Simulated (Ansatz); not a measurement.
A barrier at the coupled-cluster level

Start structure (AlNH$_{4}$F$_{2}$, singlet), relaxed at PBE0-D4/def2-TZVP:

```
8
angstrom
Al 0.1458 -0.7055 -0.0451
N 1.0105 0.7675 -0.4329
F -0.7133 -1.4946 -1.2035
F 0.3636 -1.4390 1.4100
H -1.5778 0.5539 0.6379
H -1.8962 -0.1151 0.7848
H 1.0183 1.2001 -1.3412
H 1.6490 1.2329 0.1900
```

The step: AlNH₂F₂ ([NH2][Al]([F])[F]) + H₂ → AlHF₂ ([F][AlH][F]) + NH₃ (still joined by a long Al–N bond); bonds formed: Al1–H6, N2–H5; bonds broken: H5–H6; bonds weakened to dative contacts: Al1–N2. Computed with Ansatz 0.2.0 (basis: def2-TZVPP and def2-QZVPP); correlated methods freeze the cores. Extrapolation: Hartree–Fock as exp(−7.88 √X), correlation as X^−2.97. Energies below are by CCSD(T) at an estimated basis limit (MP2 extrapolated from triple and quadruple zeta, plus CCSD(T) − MP2 in triple zeta).

What are the electronic barrier and the energy of the step, from the start structure to the end structure? (To be estimated.)

By the calculation: Barrier 0.909 eV; step energy -0.683 eV (downhill); reverse barrier, their difference, 1.592 eV. Barrier and step energy count from the start structure, the reverse barrier from the end structure.

The saddle point: One imaginary mode of 1214i cm⁻¹.
```tsv
pair	start (Å)	saddle (Å)	end (Å)
Al1–H6	2.28	1.78	1.58
N2–H5	2.81	1.41	1.01
Al1–N2	1.75	1.86	2.03
H5–H6	0.76	1.01	2.96
```

Zero-point energy (harmonic, PBE0-D4): ZPE is 1.211 eV at the start and 1.249 eV at the saddle, so the barrier goes from 0.909 to 0.948 eV.

The T1 diagnostic stays at or below 0.013.

Labels in which every atom is bracketed show which atoms are joined, not bond orders.

For scale, one of the runs: CCSD(T)/def2-TZVPP, 191 basis functions, launched by `ansatz run in.yaml --threads 2 --pin off --events-out ev --progress --plain --max-ram 4352MiB`. Time: 77 s of wall clock on 2 CPU threads of an Intel Xeon Platinum 8488C; the host was shared. Peak host memory: 2.2 GiB.
